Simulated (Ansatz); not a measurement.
Predict a relaxed structure of SnEt2Ph2 (C16H20Sn), charge 0, singlet, at PBE-D4/def2-SVP (Ansatz).


```tsv
atom	x (Å)	y (Å)	z (Å)
Sn1	0.390	0.181	0.488
C2	1.342	2.146	0.637
C3	0.755	2.996	1.767
H4	1.224	2.639	-0.350
H5	2.430	1.979	0.781
H6	1.233	3.998	1.825
H7	-0.335	3.162	1.633
H8	0.889	2.518	2.760
C9	0.947	-1.030	2.223
C10	2.437	-1.382	2.232
H11	0.313	-1.941	2.204
H12	0.661	-0.462	3.133
H13	2.711	-2.009	3.108
H14	2.733	-1.944	1.322
H15	3.078	-0.475	2.274
C16	1.022	-0.794	-1.340
C17	2.307	-0.561	-1.874
C18	2.727	-1.205	-3.050
C19	1.863	-2.092	-3.711
C20	0.581	-2.333	-3.192
C21	0.164	-1.686	-2.017
H22	2.998	0.137	-1.373
H23	3.733	-1.012	-3.453
H24	2.190	-2.597	-4.634
H25	-0.101	-3.027	-3.709
H26	-0.850	-1.881	-1.628
C27	-1.763	0.408	0.413
C28	-2.407	0.779	-0.788
C29	-3.800	0.952	-0.835
C30	-4.572	0.752	0.321
C31	-3.947	0.380	1.521
C32	-2.553	0.209	1.565
H33	-1.818	0.932	-1.707
H34	-4.285	1.242	-1.779
H35	-5.665	0.886	0.285
H36	-4.549	0.221	2.430
H37	-2.082	-0.088	2.516
```
 This is one stationary point.

In the def2 sets Sn takes a core potential; there is no spin–orbit coupling.
